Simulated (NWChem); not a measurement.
Species: BH₂F; SMILES BF

```xyz
4

B      0.0000     0.0000     0.6614
H      0.0000    -1.0578     1.2202
H      0.0000     1.0578     1.2202
F      0.0000     0.0000    -0.6624
```
Atoms are numbered in this order, from 1.

Level: B3LYP/6-31G* (spherical d) (NWChem), optimised geometry, unscaled harmonic frequencies. 

```json
[
 {"frequency (cm⁻¹)": "1044", "IR intensity (km/mol)": "55.3"},
 {"frequency (cm⁻¹)": "1112", "IR intensity (km/mol)": "94.5"},
 {"frequency (cm⁻¹)": "1189", "IR intensity (km/mol)": "18.5"},
 {"frequency (cm⁻¹)": "1380", "IR intensity (km/mol)": "159.9"},
 {"frequency (cm⁻¹)": "2616", "IR intensity (km/mol)": "69.6"},
 {"frequency (cm⁻¹)": "2714", "IR intensity (km/mol)": "195.3"}
]
```

| Quantity | Result |
|---|---|
| zero-point energy | 14.4 kcal/mol |
| thermal correction to the enthalpy at 298.15 K (with zero-point energy) | 16.8 kcal/mol |
| heat capacity Cv | 6.9 cal/(mol K) |
| entropy at 298.15 K and 1 atm (symmetry number 2) | 53.2 cal/(mol K) |
| dipole moment | 0.51 D |

Rigid rotor and harmonic oscillator.
